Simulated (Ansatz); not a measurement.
A nudged elastic band was laid between two geometries of C4H8OSi (14 atoms, charge 0, multiplicity 1).

All numbers below come from RHF/def2-SVP in Ansatz.

```
movable images  : 9
climbing image  : yes
spring          : 5.0 eV/Å²
optimiser       : quadratic models (default)
start path      : IDPP
force threshold : 0.03 eV/Å
iteration limit : 48
end points      : relaxed
```

Initial state:

```xyz
14
Properties=species:S:1:pos:R:3
C -2.098 1.499 -0.375
C -1.123 0.752 0.429
C -0.157 0.048 0.802
C 1.044 -0.794 0.855
Si 1.800 -1.205 -0.839
O -1.029 0.567 1.866
H -1.857 1.433 -1.435
H -3.098 1.097 -0.207
H -2.099 2.547 -0.071
H 0.795 -1.727 1.372
H 1.796 -0.295 1.474
H 2.205 0.038 -1.536
H 2.991 -2.059 -0.628
H 0.817 -1.930 -1.678
```

Final state:

```xyz
14
Properties=species:S:1:pos:R:3
C -2.556 0.427 -0.283
C -1.294 0.346 0.466
C -0.095 0.189 0.791
C 1.347 -0.082 0.793
Si 2.059 -0.594 -0.892
O -1.013 0.584 1.870
H -2.396 0.194 -1.335
H -3.278 -0.274 0.136
H -2.970 1.432 -0.196
H 1.553 -0.870 1.524
H 1.871 0.809 1.151
H 3.511 -0.840 -0.735
H 1.401 -1.831 -1.373
H 1.849 0.482 -1.888
```

(1) Which bonds break or form, and what moves?

(2) What energy profile does the band end with?

(3) What is the geometry of the highest image?

(4) What are the harmonic wavenumbers there?

Answers

(1) No bond is made or broken. The dihedral C3–C4–Si5–H14 goes from -60 to 61°. The two ends are copies of one structure, up to a mirror image or an exchange of like atoms.

(2) The run converged. The highest image is number 5 of 0 to 10, 0.063 eV above the ends, which have the same energy within 2 meV. A vibrational analysis at the climbing image gives one clearly imaginary mode, 132i cm⁻¹: a first-order saddle point.

| image | path coordinate (Å) | energy (eV) | dihedral C3–C4–Si5–H14 (°) |
| --- | --- | --- | --- |
| 0 | 0.00 | 0.000 | -60 |
| 1 | 0.50 | 0.002 | -53 |
| 2 | 1.01 | 0.013 | -42 |
| 3 | 1.51 | 0.033 | -29 |
| 4 | 2.02 | 0.054 | -15 |
| 5 | 2.52 | 0.063 | 0 |
| 6 | 3.02 | 0.054 | 14 |
| 7 | 3.52 | 0.034 | 29 |
| 8 | 4.01 | 0.013 | 42 |
| 9 | 4.51 | 0.003 | 52 |
| 10 | 5.01 | 0.000 | 61 |

(3) 
```xyz
14
Properties=species:S:1:pos:R:3:forces:R:3
C -2.500 0.643 -0.295 0.00 0.00 0.00
C -1.263 0.430 0.468 0.00 0.00 -0.01
C -0.088 0.160 0.806 0.01 0.00 0.01
C 1.327 -0.231 0.819 -0.01 0.00 0.00
Si 2.011 -0.718 -0.898 -0.01 0.00 -0.01
O -0.985 0.597 1.884 0.00 0.00 0.00
H -2.344 0.417 -1.349 0.00 0.00 0.00
H -3.290 0.002 0.098 0.00 0.00 0.00
H -2.822 1.680 -0.192 0.00 0.00 0.00
H 1.449 -1.064 1.518 0.00 0.00 0.00
H 1.911 0.597 1.231 0.00 0.00 0.00
H 3.134 0.174 -1.267 0.00 0.00 0.01
H 2.498 -2.116 -0.871 0.00 0.00 0.00
H 0.948 -0.600 -1.922 0.00 0.00 -0.01
```

(4) 132i, 80, 107, 163, 212, 281, 344, 427, 507, 611, 623, 788, 805, 889, 1026, 1033, 1033, 1038, 1130, 1199, 1227, 1242, 1337, 1519, 1551, 1563, 1580, 2284, 2334, 2335, 2349, 3185, 3188, 3231, 3272, 3300 cm⁻¹.

The run took 3.6 min on 2 threads of Intel(R) Xeon(R) Platinum 8375C CPU @ 2.90GHz (Ice Lake) (shared host), peak memory 0.31 GiB.
